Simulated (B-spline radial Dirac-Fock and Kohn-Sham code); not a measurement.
## Tb 4p3/2: cross section and angular parameters

System: the Tb atom in the configuration [Xe] 4f9 6s2; threshold 284.1 eV (tabulated edge). Method: Dirac-Hartree-Slater photoionisation with a Latter tail; cross sections with all multipoles, angular parameters from the dipole term and its interference with E2. Computed with an atomic code on a B-spline grid.

For linearly polarised light dσ/dΩ = σ/(4π) [1 + β P₂(cos θ) + (δ + γ cos²θ) sin θ cos φ], with θ from the polarisation vector and φ the angle between the beam and the projection of the electron momentum on the plane normal to the polarisation.

| hν (eV) | σ (kb) | β | γ | δ |
| --- | --- | --- | --- | --- |
| 300 | 295 | -0.952 | -0.096 | 0.050 |
| 434 | 244 | 0.482 | -0.017 | 0.070 |
| 485 | 225 | 0.727 | 0.095 | 0.062 |
| 512 | 216 | 0.828 | 0.143 | 0.057 |
| 671 | 166 | 1.193 | 0.280 | 0.031 |
| 738 | 149 | 1.283 | 0.289 | 0.024 |
| 794 | 136 | 1.343 | 0.285 | 0.019 |
| 800 | 135 | 1.349 | 0.284 | 0.019 |
| 1200 | 76.8 | 1.572 | 0.150 | 0.003 |
| 1230 | 73.9 | 1.581 | 0.140 | 0.003 |
| 1253.6 | 71.8 | 1.588 | 0.132 | 0.003 |
| 1486.9 | 54.8 | 1.642 | 0.061 | 0.001 |
| 1570 | 50.0 | 1.655 | 0.041 | 0.001 |
| 2030 | 31.9 | 1.703 | -0.027 | 0.001 |
| 2260 | 26.1 | 1.715 | -0.038 | 0.002 |
| 3010 | 15.0 | 1.731 | -0.005 | 0.004 |
| 8160 | 1.63 | 1.624 | 0.815 | 0.023 |
| 8210 | 1.60 | 1.622 | 0.823 | 0.024 |
| 9070 | 1.25 | 1.600 | 0.954 | 0.028 |
| 9251.7 | 1.19 | 1.595 | 0.981 | 0.029 |
| 11900 | ? | ? | ? | ? |
| 15000 | 0.334 | 1.455 | 1.678 | 0.064 |

Q: Give the values at 11900 eV.

A: σ = 0.621 kb, β = 1.528, γ = 1.335, δ = 0.044.
